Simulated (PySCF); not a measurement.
## MOF across group 13

Level: PBE0, basis family def2-TZVP, scalar-relativistic core potentials from Rb on and no relativity for lighter atoms.

Each entry is the lowest minimum that a search over a few typed start shapes (and spin states, where more than one is plausible) found, or that minimum re-optimised at the stated level; isomers with ligand–ligand bonds, or fragments after loss of a ligand pair, can lie lower. Open shells are unrestricted; no spin–orbit coupling; PySCF with density fitting.

| molecule | 2S+1 | point group | mean bond to the central atom (Å) | highest ω (cm⁻¹) | atomisation (kJ/mol) | polar-tensor charge of the central atom | lowest ω (cm⁻¹) |
| --- | --- | --- | --- | --- | --- | --- | --- |
| AlOF | 1 | C∞v | 1.612 | 1188 | 1043 | 1.28 | 208 |
| GaOF | 1 | C∞v | 1.677 | 972 | 852 | 1.16 | 183 |
| InOF | 1 | C∞v | 1.863 | 820 | 710 | 1.19 | 152 |

Left out of the table are members whose search was unfinished or whose lowest solution was spin-contaminated, unstable, very soft or bonded differently.
